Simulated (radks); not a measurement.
The numbers below are computed, except where a source is named.
These are the eigenvalues of the occupied orbitals of an atom or ion with whole-number occupations (hartree). Code: a radial shooting solver on a logarithmic mesh with Libxc functionals. Model: scalar-relativistic Kohn-Sham, r2SCAN, spin-polarised, spherical densities, finite nucleus; meta-GGA in the generalised Kohn-Sham scheme; Fermi nuclear charge, rms radius of each element as measured or else 0.836 A^(1/3) + 0.57 fm.

orbital  eigenvalue
1s        -932.9748
2s        -138.1321
2p        -123.8251
3s        -25.77603
3p        -21.03857
3d        -13.58560
4s         -3.88826
4p         -2.51752
4d         -0.58021

Which element is it, and in what charge state? The configuration may be excited. Open shells, if any, are filled with parallel spins first.

Answer. Z = 47, silver, charge +1: Ag+ in [Kr] 4d10. The list shows which subshells hold electrons but not how many an open one holds; the 1s level, -932.97 hartree, gives Z - s = 43.2 by -(Z - s)^2/2, which with screening and relativity narrows Z to a few neighbours, and the depths of the outer levels then fix element, charge and occupations together.
